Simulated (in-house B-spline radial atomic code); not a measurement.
RPA and G0W0 for the zinc ion Zn⁺, [Ar] 3d10 4s1, highest spin, as one setting changes: the radius of a hard wall (bohr). Start: PBE. A dash marks a level of low quasi-particle weight. Computed with an all-electron radial atomic-structure program (B-spline basis): all electrons, non-relativistic, point nucleus, each spin shell either full or empty, empty states to l = 9 with an (l + 1/2)⁻⁴ tail; G0W0 by contour deformation at full frequency.

```
radius of a hard wall (bohr)  mean-field level (eV)  G0W0 level (eV)  RPA correlation (Eh)
                           2                  51.79      4s up 43.99               -2.1924
                         2.5                 12.598      4s up 5.911               -2.2193
                           3                 -2.134     4s up -8.100               -2.2301
                         3.5                      ?                ?                     ?
                           4                -11.354    4s up -16.431               -2.2295
                           5                      ?                ?                     ?
                           6                -14.045    4s up -18.388               -2.2204
                           8                -14.217    4s up -18.395               -2.2187
                          12                -14.226    4s up -18.381               -2.2182
```

**Question.** What belongs in the row for 5?

**Answer.** mean-field level (eV): -13.496; G0W0 level (eV): 4s up -18.091; RPA correlation (Eh): -2.2237.

**Question.** What belongs in the row for 3.5?

**Answer.** mean-field level (eV): -8.432; G0W0 level (eV): 4s up -13.885; RPA correlation (Eh): -2.2317.
